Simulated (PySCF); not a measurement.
## Excitation energy of Ca⁺ by level of theory

Ca⁺ [Ar] 4s1 (2S) → Ca⁺ [Ar] 4p1 (2P), as a difference of total energies. Computed with PySCF 2.14 in x2c-TZVPPall with one added diffuse shell each of s, p, d type (7s6p4d, 45 functions), with the spin-free X2C one-electron Hamiltonian (Gaussian nucleus). Correlated levels: valence and next inner shell: [Ne] frozen. The calculations carry no spin-orbit coupling.

```csv
method,excitation energy (eV)
UHF,2.940
MP2 (valence and next inner shell),3.133
SCS-MP2 (valence and next inner shell),3.090
CCSD (valence and next inner shell),3.117
CCSD(T) (valence and next inner shell),3.126
```

How much does correlation contribute at CCSD(T) (valence and next inner shell)?

3.126 − (2.940) = 0.186 eV, measured against UHF.

Errors of the correlated levels include the incompleteness of this basis and the frozen core.

For comparison: 3.142 eV (measured; NIST levels, between the centres of gravity of the two terms).
